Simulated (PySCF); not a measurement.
Question: Write Cartesian coordinates for `N#CB(O)O` as optimised with PBE0-D3(BJ)/def2-SVP.

Answer: 
```xyz
7
CH2BNO2 angstrom
N      2.7526   -0.1621   -0.0436
C      1.5970   -0.0883   -0.0370
B      0.0391    0.0176   -0.0261
O     -0.6477   -1.1455    0.0120
O     -0.4690    1.2691   -0.0577
H     -1.6066   -1.0692    0.0134
H     -1.4285    1.3376   -0.0543
```

Orientation and origin are arbitrary. Atoms count from 1 in this order. Of the pairs four or more bonds apart, H6···H7 is among the closest relative to their van der Waals radii: 2.41 Å, 101 % of the sum of Bondi's values. The 5 heavy atoms lie in one plane (0.000 Å rms). B3 (three-coordinate boron) is planar (angles 127.4°, 116.7° and 116.0°, sum 360.0°, 0.00 Å off the plane of its three neighbours).

Bonds between heavy atoms (Å): N1≡C2 1.158, C2–B3 1.562, B3–O4 1.351, B3–O5 1.351.

Computed with PBE0-D3(BJ)/def2-SVP geometry optimisation, gas phase in PySCF.

Point group: C2v (tolerance 0.08 Å). PBE0-D3(BJ)/def2-SVP frequencies: not computed here. One conformer, not necessarily the lowest (C2–B3–O4–H 180°, C2–B3–O5–H 180°).
